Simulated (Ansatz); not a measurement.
Computed with Ansatz on PBE0-D4/def2-TZVP structures; ΔE is electronic, products minus reactants. CCSD(T)/CBS adds triple-zeta CCSD(T) − MP2 to the extrapolated MP2 energy (def2 sets, frozen cores). This one scheme is used for every species. DFT in def2-TZVPP. B3LYP here is the variant with VWN-RPA as its local correlation; programs differ in this. For Ge outer-core shells are correlated without core-valence functions, which leaves a few kJ/mol of doubt a bond. Scalar relativity is left out up to krypton. One conformer a species, not always the lowest.

`[CH3][AlH][GeH3]` + `N[SiH](F)F` → `F[SiH](F)[NH][GeH3]` + `[CH3][AlH2]`  (cleavage of the Ge–Al bond)

```csv
level,ΔE (kcal/mol),difference from CCSD(T)/CBS
PBE-D4,8.6,3.3
r2SCAN-D4,6.8,1.5
PBE0-D4,7.7,2.4
B3LYP-D4,5.3,0.0
ωB97X-V,4.3,-1.0
ωB97M-V,4.7,-0.6
B2PLYP,4.9,-0.4
PBE,9.3,4.0
r2SCAN,7.0,1.7
PBE0,8.3,3.0
B3LYP,6.5,1.2
HF/def2-TZVPP,1.7,-3.6
MP2/def2-TZVPP,3.2,-2.1
SCS-MP2/def2-TZVPP,2.2,-3.1
CCSD/def2-TZVPP,4.2,-1.1
CCSD(T)/def2-TZVPP,4.3,-1.0
HF/def2-QZVPP,1.5,-3.8
MP2/def2-QZVPP,3.6,-1.7
SCS-MP2/def2-QZVPP,2.6,-2.7
HF/CBS(def2),1.4,-3.9
MP2/CBS(def2),4.1,-1.2
CCSD/CBS(def2),5.1,-0.2
CCSD(T)/CBS,5.3,0
```

Largest T1 diagnostic among the species: 0.012.

The D4 term adds −1.2 kcal/mol with B3LYP and −0.6 kcal/mol with PBE0; it sums over pairs of atoms, weighted by their polarisabilities, and B3LYP, whose exchange is more repulsive, gets the larger term. In def2-TZVPP, CCSD(T) changes the Hartree–Fock value by +2.6 kcal/mol (the triples alone add +0.1 kcal/mol) and MP2 by +1.5 kcal/mol. From PBE to PBE0 (25 % exact exchange), in def2-TZVPP and without D4, ΔE moves by −1.0 kcal/mol.
